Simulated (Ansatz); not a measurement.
Coupled-cluster diagnostics for GdCl3, Ansatz.

Geometry of the octet (PBE-D4/def2-SVP):

```
atom    x (Å)    y (Å)    z (Å)
 Gd1  -0.1008   0.0888  -0.4359
 Cl2   0.6715   2.2397   0.4601
 Cl3   1.6458  -1.6319  -0.5542
 Cl4  -2.2164  -0.6966   0.5299
```

In the def2 sets Gd takes a core potential; there is no spin–orbit coupling. Correlated methods freeze 19 core orbitals; core or outer-core shells of Gd are correlated, in sets that lack core-valence functions.

Estimate the CCSD(T) correlation energy, the shares of MP2 and (T), T1 and the reference's ⟨S²⟩ for: charge 0, octet, own geometry in def2-SVP; and the rough time on 4 threads of Arm Neoverse V1 on a shared host.


| state | basis | correlation (eV) | MP2 share (%) | (T) share (%) | T1 | ⟨S²⟩ (pure) | wall time |
| --- | --- | --- | --- | --- | --- | --- | --- |
| charge 0, octet, own geometry | def2-SVP | -34.214 | 98.4 | 2.6 | 0.015 | 15.76 (15.75) | 1.9 min |
Customary marks for T1 are 0.02 (closed shells), 0.045 (open shells) and about 0.05 (3d metals). T1 stays under 0.02 throughout.
